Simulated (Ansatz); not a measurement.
`[Cl][SnH2][SeH]` and `[Cl][SnH2][Cl]` differ in one atom or group.

Ansatz, PBE0-D4/def2-TZVP geometries, multiplicity 1. Each molecule was computed in one conformer, which needn't be the lowest.

Elements past krypton have def2 core potentials. Scalar relativity is left out up to krypton.

```tsv
property	`[Cl][SnH2][SeH]`
HOMO–LUMO gap (ωB97M-V/def2-TZVPP) / eV	10.07
HOMO energy (B3LYP/def2-TZVPP) / eV	-7.16
HOMO–LUMO gap (PBE0/def2-TZVPP) / eV	6.07
HOMO energy (PBE0/def2-TZVPP) / eV	-7.41
size of the dipole moment (ωB97M-V/def2-TZVPP) / D	2.15
HOMO energy (PBE/def2-TZVPP) / eV	-6.26
```

(1) What does the change do to each property? (Estimate.)

## Answers

(1) Ansatz gave: 
```csv
property,`[Cl][SnH2][Cl]`,shift
HOMO–LUMO gap (ωB97M-V/def2-TZVPP) / eV,11.72,1.65
HOMO energy (B3LYP/def2-TZVPP) / eV,-8.68,-1.52
HOMO–LUMO gap (PBE0/def2-TZVPP) / eV,7.57,1.50
HOMO energy (PBE0/def2-TZVPP) / eV,-8.94,-1.53
size of the dipole moment (ωB97M-V/def2-TZVPP) / D,2.62,0.47
HOMO energy (PBE/def2-TZVPP) / eV,-7.58,-1.32
```

The zero-point energy changes by -17.7 kJ/mol with -3 modes. Dipoles are sizes alone; their direction can turn.

B3LYP here is the variant with VWN-RPA as its local correlation; programs differ in this.

Spin–orbit coupling is left out; it splits and shifts lone-pair levels of the heavy atoms by tenths of an eV.
